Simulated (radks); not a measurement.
Q: S+, 15 electrons, occupied as [Ne] 3s1 3p3 4p1 (not the ground configuration). Calculated with a radial shooting solver on a logarithmic mesh with Libxc functionals: Dirac Kohn-Sham, PW91, spin-unpolarised, spherical densities, point nucleus; open shells fill j = l - 1/2 first. Some entries of the table are withheld. Estimate them.

orbital,occ.,eigenvalue (hartree),<r^2> (bohr^2)
1s1/2,2,-89.23566,0.01263
2s1/2,2,-8.55108,0.2724
2p1/2,2,-6.55965,(1)
2p3/2,4,-6.51302,(2)
3s1/2,1,-1.25885,(3)
3p1/2,2,-0.84236,3.637
3p3/2,1,-0.83808,3.662
4p1/2,1,-0.20854,30.65
4p3/2,0,-0.20800,30.77

A: 
(1) 2p1/2 <r^2> (bohr^2): 0.2421
(2) 2p3/2 <r^2> (bohr^2): 0.2445
(3) 3s1/2 <r^2> (bohr^2): 2.852
